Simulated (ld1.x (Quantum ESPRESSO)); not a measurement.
**Configuration tests for Sb (TM)**

* Element: antimony
* Generator: ld1.x (Quantum ESPRESSO) 7.5
* Type: norm-conserving Troullier–Martins (Kleinman–Bylander form)
* Functional: LDA (PZ)
* Relativity: scalar-relativistic
* Frozen core: [Ar] 3d10
* Valence charge: 23
* Reference configuration: 4s2 4p6 4d10 5s2 5p2 (charge +1)
* Partial waves: 4p (bound): rc 1.45 bohr; 4d (bound): rc 1.10 bohr; 4s (bound): rc 1.20 bohr
* Local potential: the s channel
* Core correction: none

Occupied shells without a wave of their own: 5p, 5s. They enter only through the test configuration that unscreens the potential.

Energies are relative to the spin-unpolarised reference configuration 4s2 4p6 4d10 5s2 5p2; without spin polarisation the order of configurations can differ from experiment. Spin-polarised rows fill each open shell by Hund’s rule, majority spin first.

Problem. Give the all-electron excitation energy and the error of the potential for: 4s2 4p6 4d10 5s2 5p3; 4s2 4p6 4d10 5s2 5p1; 4s2 4p6 4d10 5s2 5p0; 4s2 4p6 4d10 5s2 5p3.3; 4s2 4p6 4d10 5s0 5p5; 4s1 4p6 4d10 5s2 5p3; 4s2 4p6 4d10 5s1 5p0; 4s2 4p6 4d10 5s2 5p2 (spin-polarised); 4s2 4p6 4d10 5s2 5p3 (spin-polarised).

Solution.

| valence configuration | charge | ΔE all-electron (eV) | error AE − PS (meV) |
| --- | --- | --- | --- |
| 4s2 4p6 4d10 5s2 5p3 | 0 | -8.521 | +909 |
| 4s2 4p6 4d10 5s2 5p1 | +2 | 16.253 | -1469 |
| 4s2 4p6 4d10 5s2 5p0 | +3 | 41.038 | -3587 |
| 4s2 4p6 4d10 5s2 5p3.3 | -0.3 | -9.728 | +1084 |
| 4s2 4p6 4d10 5s0 5p5 | 0 | 8.125 | -3222 |
| 4s1 4p6 4d10 5s2 5p3 | +1 | 148.599 | +1822 |
| 4s2 4p6 4d10 5s1 5p0 | +4 | 85.854 | -9116 |
| 4s2 4p6 4d10 5s2 5p2 (spin-polarised) | +1 | -0.591 | +21 |
| 4s2 4p6 4d10 5s2 5p3 (spin-polarised) | 0 | -9.613 | +959 |

Levels in the configuration 4s2 4p6 4d10 5s2 5p0:

```csv
level,all-electron (eV),pseudo (eV)
4s,-178.110,-179.726
4p,-131.187,-132.763
4d,-62.943,-64.419
5s,-39.398,-44.282
```

These tests converged, but a pseudo level misses the all-electron one widely, so the file describes the atom poorly there or has found another state: 4s2 4p6 4d10 5s2 5p3: 5s by 2.6 eV; 4s2 4p6 4d10 5s2 5p1: 5s by 4.0 eV; 4s2 4p6 4d10 5s2 5p0: 5s by 4.9 eV; 4s2 4p6 4d10 5s2 5p3.3: 5s by 2.4 eV; 4s2 4p6 4d10 5s0 5p5: empty 5s by 3.0 eV; 4s1 4p6 4d10 5s2 5p3: 5s by 3.6 eV; 4s2 4p6 4d10 5s1 5p0: 5s by 6.2 eV. The 5p, 5s levels have no wave, so the channel is fitted at the deeper level alone: the likely source of the large errors.

The potential misses its own reference levels by up to 3.3 eV, so it is not fit for use.
